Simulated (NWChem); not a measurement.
# Correlation energy of FS

```xyz
2

S      0.0000     0.0000     0.5862
F      0.0000     0.0000    -1.0421
```
Charge 0, spin multiplicity 2.

Program: NWChem. Structure: optimised with UB3LYP/def2-SVP, a minimum by its harmonic frequencies.

Basis set: cc-pVDZ. Each correlation energy counts from its own Hartree-Fock reference.

The correlated methods keep 6 core orbitals frozen. The structure started from a generated list of species. The unpaired electrons of the parent sit in orbitals of symmetry b2 (C2v labels of the run); other states weren't searched. The stability of the SCF solutions was not checked. Open-shell Hartree-Fock references start from PBE0 orbitals. Coupled-cluster values serve here as a point of comparison, not as the truth.

One of these methods gave a correlation energy of -318.2 mHa. Which?
A. CCSD on ROHF
B. URI-MP2
C. CCSDT on ROHF
D. CCSD(T) on UHF

D, CCSD(T) on UHF. The others give -323.5 (CCSDT on ROHF), -293.3 (URI-MP2), -316.2 (CCSD on ROHF).
